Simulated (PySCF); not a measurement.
Al(F)2(Et) (C2H5AlF2), SMILES [F][Al]([F])[CH2]C. Atoms are numbered in the order given.

```xyz
10

Al    -0.0221    -0.5687     0.0000
F      1.6267    -0.7767     0.0000
F     -0.9317    -1.9592     0.0000
C     -0.8346     1.1942     0.0000
C      0.1422     2.3806     0.0000
H     -1.5103     1.2413     0.8742
H     -1.5103     1.2413    -0.8742
H      0.7990     2.3691    -0.8845
H      0.7990     2.3691     0.8845
H     -0.3908     3.3459     0.0000
```

Geometry optimised at B3LYP-D3(BJ)/def2-SVP. The structure was generated by enumeration; whether it is a known compound was not checked. The values are those of a single conformer.

All values below come from CAM-B3LYP/def2-TZVP run with PySCF.

Gas-phase values at a fixed geometry.

Task: Estimate the frontier levels, gap, dipole moment and polarisability. (Estimate from the structure and the level; the computed values follow.)

Result: 
- highest occupied level = -9.95 eV
- lowest empty level = 0.23 eV
- orbital gap = 10.19 eV
- dipole moment = 2.43 D
- quadrupole, principal values (traceless, Buckingham form, about the centre of nuclear charge) = -6.28, -2.72, 9.00 D·Å
- mean static polarisability = 45.0 bohr³ (6.66 Å³)
- polarisability, principal values = 39.2, 43.7, 52.0 bohr³
